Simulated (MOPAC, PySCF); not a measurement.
[Ti(F)(NH2)3], neutral singlet in the gas phase. 

Cartesian coordinates (Å):
```xyz
11

Ti    -0.0203     0.0518     0.0707
F     -0.0813    -1.1713    -1.2132
N      0.2951    -0.7301     1.7495
H     -0.1254    -1.6137     2.0381
H      1.0025    -0.4493     2.4250
N     -1.6347     1.0055     0.1864
H     -2.1800     1.1724     1.0292
H     -2.1710     1.2908    -0.6332
N      1.3503     1.2995    -0.2361
H      2.2643     1.0400    -0.6078
H      1.2611     2.3131    -0.2202
```
Charge 0, multiplicity 1.

All levels are single points at this geometry (r2SCAN-D4/def2-SVP); Pople sets use spherical d functions. Orbital energies aren't observables, and empty levels follow the basis.

PBE-D3(BJ)/def2-TZVP in PySCF gives HOMO (eV) = -5.82.

Estimate the HOMO (eV) from each of these levels: TPSSh-D3(BJ)/def2-TZVP in PySCF; B3LYP/3-21G in PySCF; B3LYP/6-31G* (LANL2DZ on Ti) in PySCF; B3LYP/LANL2DZ in PySCF; BP86/6-31G* (LANL2DZ on Ti) in PySCF; PBE/6-31G* (LANL2DZ on Ti) in PySCF; HF/3-21G in PySCF; PM6 in MOPAC.


```tsv
level	HOMO (eV)
TPSSh-D3(BJ)/def2-TZVP in PySCF	-6.42
B3LYP/3-21G in PySCF	-6.14
B3LYP/6-31G* (LANL2DZ on Ti) in PySCF	-6.66
B3LYP/LANL2DZ in PySCF	-6.83
BP86/6-31G* (LANL2DZ on Ti) in PySCF	-5.60
PBE/6-31G* (LANL2DZ on Ti) in PySCF	-5.49
HF/3-21G in PySCF	-10.22
PM6 in MOPAC	-9.82
```
